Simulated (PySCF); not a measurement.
GaClBr₂, SMILES [Cl][Ga]([Br])[Br]. Heavy atoms are numbered as in [Ga:1]([Cl:2])([Br:3])[Br:4].

The structure is a stationary point at PBE0-D3(BJ)/def2-SVP. The structure was generated by enumeration; whether it is a known compound was not checked.

These are PBE/pcSseg-1 (PySCF) values and carry that method's errors.

GIAO shieldings, no solvent; atoms alike by connectivity are averaged. δ = σ(ref) − σ: ³⁵Cl against HCl (σ = 936.5 ppm), references at their B3LYP-D3(BJ)/def2-TZVP geometries, non-relativistic (without spin–orbit terms, shifts of atoms bonded to Cl or Br come out too high).

Computed chemical shifts:
| nucleus | atoms | count | δ (ppm) |
|---|---|---|---|
| ³⁵Cl | Cl2 | 1 | 214.4 |
